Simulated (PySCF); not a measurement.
Input for PySCF: R-M06-2X/def2-TZVPP on C2H8Sn (SMILES [CH3][SnH2][CH3]), a point of a torsion scan. Elements past Kr take the def2 small-core potentials; no spin–orbit coupling.

```python
from pyscf import gto, dft

mol = gto.M(
    atom='''
    C     1.75911767   -0.56350929   -0.10987100
    Sn    0.05064549    0.76259309    0.01166417
    C     0.22389432    2.41032641   -1.37813564
    H     2.45793118   -0.35745447    0.69214299
    H     1.44780011   -1.59789332   -0.02955993
    H     2.27034810   -0.43181331   -1.05635301
    H    -1.36344677   -0.08549691   -0.29687476
    H    -0.13375162    1.33613341    1.57702837
    H    -0.62989233    3.07235772   -1.30349603
    H     0.27963439    2.03478478   -2.39362018
    H     1.12136217    2.98315820   -1.17412947
    ''',
    basis='def2-tzvpp',
    ecp={'Sn': 'def2-tzvpp'},
    charge=0, spin=0, verbose=4, max_memory=1800)
mf = dft.RKS(mol, xc='m062x').density_fit(auxbasis='def2-universal-jkfit')
mf.grids.level = 4
mf.conv_tol = 1e-9
mf.max_cycle = 150
mf.kernel()
mf.dip_moment()
```

It printed:

```
PySCF version 2.14.0

[INPUT] verbose = 4
[INPUT] num. atoms = 11
[INPUT] num. electrons = 42
[INPUT] charge = 0
[INPUT] spin (= nelec alpha-beta = 2S) = 0
[INPUT] symmetry False subgroup None
[INPUT] Mole.unit = angstrom
[INPUT] Symbol           X                Y                Z      unit          X                Y                Z       unit  Magmom
[INPUT]  1 C      1.759117670000  -0.563509290000  -0.109871000000 AA    3.324250617183  -1.064878226748  -0.207626099032 Bohr   0.0
[INPUT]  2 Sn     0.050645490000   0.762593090000   0.011664170000 AA    0.095706105544   1.441092084586   0.022042086770 Bohr   0.0
[INPUT]  3 C      0.223894320000   2.410326410000  -1.378135640000 AA    0.423098945646   4.554856785706  -2.604298922102 Bohr   0.0
[INPUT]  4 H      2.457931180000  -0.357454470000   0.692142990000 AA    4.644816763229  -0.675491050302   1.307960690138 Bohr   0.0
[INPUT]  5 H      1.447800110000  -1.597893320000  -0.029559930000 AA    2.735945691015  -3.019580751072  -0.055860171961 Bohr   0.0
[INPUT]  6 H      2.270348100000  -0.431813310000  -1.056353010000 AA    4.290336116427  -0.816008892842  -1.996217879760 Bohr   0.0
[INPUT]  7 H     -1.363446770000  -0.085496910000  -0.296874760000 AA   -2.576540980723  -0.161565744397  -0.561011989696 Bohr   0.0
[INPUT]  8 H     -0.133751620000   1.336133410000   1.577028370000 AA   -0.252753930517   2.524926210781   2.980151709969 Bohr   0.0
[INPUT]  9 H     -0.629892330000   3.072357720000  -1.303496030000 AA   -1.190323991664   5.805914647493  -2.463250501158 Bohr   0.0
[INPUT] 10 H      0.279634390000   2.034784780000  -2.393620180000 AA    0.528432412110   3.845185956633  -4.523286586432 Bohr   0.0
[INPUT] 11 H      1.121362170000   2.983158200000  -1.174129470000 AA    2.119067387748   5.637351984250  -2.218783133081 Bohr   0.0

nuclear repulsion = 140.512527800477
number of shells = 86
number of NR pGTOs = 311
number of NR cGTOs = 224
basis = def2-tzvpp
ecp = {'Sn': 'def2-tzvpp'}


******** <class 'pyscf.df.df_jk.DFRKS'> ********
method = DFRKS
initial guess = minao
damping factor = 0
level_shift factor = 0
DIIS = <class 'pyscf.scf.diis.CDIIS'>
diis_start_cycle = 1
diis_space = 8
diis_damp = 0
SCF conv_tol = 1e-09
SCF conv_tol_grad = None
SCF max_cycles = 150
direct_scf = False
XC library pyscf.dft.libxc version 7.1.2
    S. Lehtola, C. Steigemann, M. J. T. Oliveira, and M. A. L. Marques,  SoftwareX 7, 1–5 (2018)
XC functionals = m062x
    Y. Zhao and D. G. Truhlar,  Theor. Chem. Acc. 120, 215 (2008)
    Y. Zhao and D. G. Truhlar,  Theor. Chem. Acc. 120, 215 (2008)
radial grids:
    Treutler-Ahlrichs [JCP 102, 346 (1995); DOI:10.1063/1.469408] (M4) radial grids

becke partition: Becke, JCP 88, 2547 (1988); DOI:10.1063/1.454033
pruning grids: <function nwchem_prune>
grids dens level: 4
symmetrized grids: False
atomic radii adjust function: <function treutler_atomic_radii_adjust>
small_rho_cutoff = 0
Set gradient conv threshold to 3.16228e-05
Initial guess from minao.
tot grids = 215008
******** <class 'pyscf.df.df.DF'> ********
auxbasis = def2-universal-jkfit
init E= -258.017719553065
  HOMO = -0.702313797413019  LUMO = -0.39916346892311  gap/eV = 8.24914
cycle= 1 E= -294.054404430933  delta_E=  -36  |g|=  2.5  |ddm|= 32.4
  HOMO = -0.123902546123183  LUMO = 0.0693463934377312  gap/eV = 5.25857
cycle= 2 E= -294.248029057516  delta_E= -0.194  |g|= 2.62  |ddm|=  6.4
  HOMO = -0.307382969467916  LUMO = 0.0427888850770195  gap/eV = 9.52866
cycle= 3 E= -295.214268065111  delta_E= -0.966  |g|= 0.0884  |ddm|= 2.39
  HOMO = -0.339199402863585  LUMO = 0.0323058052680756  gap/eV = 10.10917
cycle= 4 E= -295.216933407814  delta_E= -0.00267  |g|= 0.0248  |ddm|= 0.266
  HOMO = -0.334907015518642  LUMO = 0.0353153073081518  gap/eV = 10.07426
cycle= 5 E= -295.217131109559  delta_E= -0.000198  |g|= 0.00467  |ddm|= 0.0375
  HOMO = -0.335303506016194  LUMO = 0.0349305964310594  gap/eV = 10.07458
cycle= 6 E= -295.2171391226  delta_E= -8.01e-06  |g|= 0.00105  |ddm|= 0.0118
  HOMO = -0.335341426471041  LUMO = 0.0349319066222339  gap/eV = 10.07565
cycle= 7 E= -295.217139413597  delta_E= -2.91e-07  |g|= 0.000474  |ddm|= 0.00147
  HOMO = -0.335372273949645  LUMO = 0.0349282687943249  gap/eV = 10.07639
cycle= 8 E= -295.217139470147  delta_E= -5.65e-08  |g|= 0.000122  |ddm|= 0.000467
  HOMO = -0.335361020748145  LUMO = 0.0349293538490563  gap/eV = 10.07611
cycle= 9 E= -295.21713947393  delta_E= -3.78e-09  |g|= 4e-05  |ddm|= 0.000138
  HOMO = -0.33536197597658  LUMO = 0.0349302539768383  gap/eV = 10.07616
cycle= 10 E= -295.217139474324  delta_E= -3.94e-10  |g|= 4.57e-06  |ddm|= 4.49e-05
  HOMO = -0.335362791729253  LUMO = 0.0349300461853813  gap/eV = 10.07618
Extra cycle  E= -295.217139474328  delta_E= -4.6e-12  |g|= 3.67e-06  |ddm|= 9.79e-06
converged SCF energy = -295.217139474328
Dipole moment(X, Y, Z, Debye):  0.56710,  0.08971, -0.41360
```

The calculation finished and met its thresholds.

Cost: about 40 core-seconds (a rough figure).
